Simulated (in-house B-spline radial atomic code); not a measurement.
P³⁺. Computed with a B-spline radial atomic code. Model: all-electron spherical atom, spin shells full or empty, radial basis limit, no spin-orbit coupling, Breit or QED, empty-state partial waves extrapolated as (l+1/2)^-4, RPA, G0W0 and static COHSEX of the highest shell as one setting changes (uncorrelated shells keep exact exchange).

Given: element P; charge 3; filled core Ne; hamiltonian non-relativistic; mean-field start HSE06; highest l of empty states 9; highest mean-field shell 3s.

Shell: 3s 1 1 (electrons up and down).

```json
{"lowest nl shells left uncorrelated": "0", "RPA correlation energy (hartree)": "-0.71849", "G0W0 level (eV)": "-51.696", "G0W0 minus most complete (meV)": "0", "COHSEX level (eV)": "-53.99", "removal by RPA minus most complete (meV)": "0"}
{"lowest nl shells left uncorrelated": "1", "RPA correlation energy (hartree)": "?", "G0W0 level (eV)": "?", "G0W0 minus most complete (meV)": "?", "COHSEX level (eV)": "?", "removal by RPA minus most complete (meV)": "?"}
{"lowest nl shells left uncorrelated": "2", "RPA correlation energy (hartree)": "?", "G0W0 level (eV)": "?", "G0W0 minus most complete (meV)": "?", "COHSEX level (eV)": "?", "removal by RPA minus most complete (meV)": "?"}
{"lowest nl shells left uncorrelated": "3", "RPA correlation energy (hartree)": "-0.090303", "G0W0 level (eV)": "-51.417", "G0W0 minus most complete (meV)": "279.6", "COHSEX level (eV)": "-53.589", "removal by RPA minus most complete (meV)": "-299.6"}
```

**Question.** What follows for lowest nl shells left uncorrelated = 2?

**Answer.** RPA correlation energy -0.44857 hartree; G0W0 level -51.737 eV; G0W0 minus most complete -41 meV; COHSEX level -54.057 eV; removal by RPA minus most complete 30 meV.

**Question.** What follows for lowest nl shells left uncorrelated = 1?

**Answer.** RPA correlation energy -0.59289 hartree; G0W0 level -51.693 eV; G0W0 minus most complete 3.4 meV; COHSEX level -53.981 eV; removal by RPA minus most complete -0.3 meV.
